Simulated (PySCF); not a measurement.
H, charge -1, singlet (in this run its highest filled SCF level lies above zero, so its values depend strongly on the basis, on diffuse functions most of all); CAMB3LYP/def2-SV(P) (PySCF).

PySCF was given this input:
```python
from pyscf import gto, scf, dft

mol = gto.Mole()
mol.atom = '''
    H     0.00000000    0.00000000    0.00000000
'''
mol.basis = 'def2-sv(p)'
mol.charge = -1
mol.verbose = 4
mol.build()

mf = dft.RKS(mol)
mf.xc = 'camb3lyp'
mf.kernel()
```

Output, abridged:

```
PySCF version 2.14.0

[INPUT] verbose = 4
[INPUT] num. atoms = 1
[INPUT] num. electrons = 2
[INPUT] charge = -1
[INPUT] spin (= nelec alpha-beta = 2S) = 0
[INPUT] symmetry False subgroup None
[INPUT] Mole.unit = angstrom
[INPUT] Symbol           X                Y                Z      unit          X                Y                Z       unit  Magmom
[INPUT]  1 H      0.000000000000   0.000000000000   0.000000000000 AA    0.000000000000   0.000000000000   0.000000000000 Bohr   0.0

nuclear repulsion = 0
number of shells = 2
number of NR pGTOs = 4
number of NR cGTOs = 2
basis = def2-sv(p)
ecp = {}

******** <class 'pyscf.dft.rks.RKS'> ********
method = RKS
initial guess = minao
damping factor = 0
level_shift factor = 0
DIIS = <class 'pyscf.scf.diis.CDIIS'>
diis_start_cycle = 1
diis_space = 8
diis_damp = 0
SCF conv_tol = 1e-09
SCF conv_tol_grad = None
SCF max_cycles = 50
direct_scf = True
direct_scf_tol = 1e-13
XC library pyscf.dft.libxc version 7.1.2
    S. Lehtola, C. Steigemann, M. J. T. Oliveira, and M. A. L. Marques,  SoftwareX 7, 1–5 (2018)
XC functionals = camb3lyp
    T. Yanai, D. P. Tew, and N. C. Handy,  Chem. Phys. Lett. 393, 51 (2004)
radial grids:
    Treutler-Ahlrichs [JCP 102, 346 (1995); DOI:10.1063/1.469408] (M4) radial grids

becke partition: Becke, JCP 88, 2547 (1988); DOI:10.1063/1.454033
pruning grids: <function nwchem_prune>
grids dens level: 3
symmetrized grids: False
atomic radii adjust function: <function treutler_atomic_radii_adjust>
small_rho_cutoff = 0
Set gradient conv threshold to 3.16228e-05
Initial guess from minao.
tot grids = 9808
init E= -0.395771433112868
  HOMO = -0.204631758014827  LUMO = 0.528998649950962  gap/eV = 19.96310
cycle= 1 E= -0.456542365720949  delta_E= -0.0608  |g|= 0.228  |ddm|= 0.704
  HOMO = 0.137191070721699  LUMO = 0.977906647134233  gap/eV = 22.87704
cycle= 2 E= -0.484308721098051  delta_E= -0.0278  |g|= 0.0255  |ddm|= 0.555
  HOMO = 0.0838184781046507  LUMO = 0.916680548416504  gap/eV = 22.66333
cycle= 3 E= -0.484670308966098  delta_E= -0.000362  |g|= 0.000621  |ddm|= 0.0588
  HOMO = 0.083647104545429  LUMO = 0.916706922315991  gap/eV = 22.66871
cycle= 4 E= -0.484670455053091  delta_E= -1.46e-07  |g|= 0.000347  |ddm|= 0.000638
  HOMO = 0.0835811360943335  LUMO = 0.916717075544968  gap/eV = 22.67078
cycle= 5 E= -0.484670489240519  delta_E= -3.42e-08  |g|= 0.000242  |ddm|= 0.000245
  HOMO = 0.0835460765366352  LUMO = 0.916722471262735  gap/eV = 22.67188
cycle= 6 E= -0.484670502431136  delta_E= -1.32e-08  |g|= 0.000186  |ddm|= 0.00013
  HOMO = 0.0835242886501457  LUMO = 0.91672582416619  gap/eV = 22.67257
cycle= 7 E= -0.484670508889084  delta_E= -6.46e-09  |g|= 0.000151  |ddm|= 8.1e-05
  HOMO = 0.0835094204455299  LUMO = 0.916728112009163  gap/eV = 22.67304
cycle= 8 E= -0.484670512531077  delta_E= -3.64e-09  |g|= 0.000128  |ddm|= 5.53e-05
  HOMO = 0.0834986196239836  LUMO = 0.916729773843057  gap/eV = 22.67337
cycle= 9 E= -0.48467051478778  delta_E= -2.26e-09  |g|= 0.00011  |ddm|= 4.01e-05
  HOMO = 0.08342902694374  LUMO = 0.916740496432797  gap/eV = 22.67556
cycle= 10 E= -0.484670521486679  delta_E= -6.7e-09  |g|= 7.73e-07  |ddm|= 0.000259
  HOMO = 0.0834294330542976  LUMO = 0.916740410876035  gap/eV = 22.67555
cycle= 11 E= -0.484670521487008  delta_E= -3.29e-13  |g|= 7.42e-09  |ddm|= 1.78e-06
  HOMO = 0.0834294387076134  LUMO = 0.91674041203835  gap/eV = 22.67555
Extra cycle  E= -0.484670521487008  delta_E=    0  |g|= 6.63e-10  |ddm|= 1.88e-08
converged SCF energy = -0.484670521487008
```
